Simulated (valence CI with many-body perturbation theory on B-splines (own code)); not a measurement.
Values are calculated unless marked as measured or tabulated.
**Level structure of Re36+**

Method: valence CI with perturbative core correlation (CI+MBPT): three valence electrons over a frozen Dirac-Fock core [Kr], a basis of 7 s, 7 p, 8 d, 6 f, 4 g, 1 h functions for each j, with the one-electron correlation potential Σ1, the two-electron term Σ2, the three-electron term Σ3, Breit, model QED; selected CI, second order for the rest, scaled by the run's own slope (own B-spline code, finite nucleus).

No measured spectrum was set against this ion. As an estimate, large intervals hold to a few tenths of a per cent, small ones and those within an open d or f shell to about a per cent. The list stops below the first excitations out of the core.

Levels 1 to 19 of 19, with energies above the lowest level, (4d3/2^3) J=3/2. "Leading %" is the weight of the configuration and term that name the level; weights of strongly mixed levels are sums over their largest components and can fall short. In the jj column 3d3/2^4 stands for four electrons in 3d with j = 3/2.

```
No.  Configuration  Term     J  E (cm⁻¹)  Leading %      g  Second component             Leading jj
  1            4d3    4F   3/2         0         49  0.693       36 % 4d3 2D         4d3/2^3 (97 %)
  2            4d3    4F   5/2    132140         84  1.053       14 % 4d3 2D   4d3/2^2 4d5/2 (98 %)
  3            4d3    4P   3/2    151830         39  1.201       30 % 4d3 4F   4d3/2^2 4d5/2 (98 %)
  4            4d3    2G   7/2    163880         47  1.055       37 % 4d3 4F   4d3/2^2 4d5/2 (95 %)
  5            4d3    2H   9/2    166620         44  1.050       42 % 4d3 2G   4d3/2^2 4d5/2 (99 %)
  6            4d3    4P   1/2    168170         60  1.857       40 % 4d3 2P   4d3/2^2 4d5/2 (99 %)
  7            4d3    4P   5/2    234440         42  1.293       37 % 4d3 2D   4d3/2^2 4d5/2 (91 %)
  8            4d3    4F   7/2    294090         61  1.106       36 % 4d3 2G   4d3/2 4d5/2^2 (97 %)
  9            4d3    4F   9/2    308270         52  1.138       42 % 4d3 2H   4d3/2 4d5/2^2 (96 %)
 10            4d3    4P   3/2    322200         41  1.128       39 % 4d3 2D   4d3/2 4d5/2^2 (99 %)
 11            4d3    2P   1/2    331340         60  1.472       40 % 4d3 4P   4d3/2 4d5/2^2 (99 %)
 12            4d3    2D   5/2    337740         42  1.255       32 % 4d3 4P   4d3/2 4d5/2^2 (91 %)
 13            4d3    2H  11/2    339290        100  1.087                    4d3/2 4d5/2^2 (100 %)
 14            4d3    2D   5/2    361190         45  1.103       40 % 4d3 2F   4d3/2 4d5/2^2 (97 %)
 15            4d3    2F   7/2    366130         81  1.097       17 % 4d3 2G   4d3/2 4d5/2^2 (98 %)
 16            4d3    2D   3/2    422830         71  0.932       22 % 4d3 2P   4d3/2 4d5/2^2 (90 %)
 17            4d3    2G   9/2    468460         52  1.154       34 % 4d3 4F         4d5/2^3 (98 %)
 18            4d3    2D   3/2    511520         51  1.091       35 % 4d3 2P         4d5/2^3 (90 %)
 19            4d3    2D   5/2    543840         62  1.162       22 % 4d3 2F         4d5/2^3 (95 %)
```

The ionisation energy to 4d2 3F_2 of the next ion comes out as 1584.9 eV (NIST: 1583 ± 5 eV (theoretical)). All 19 levels together are meant to be complete up to 1035100 cm⁻¹.
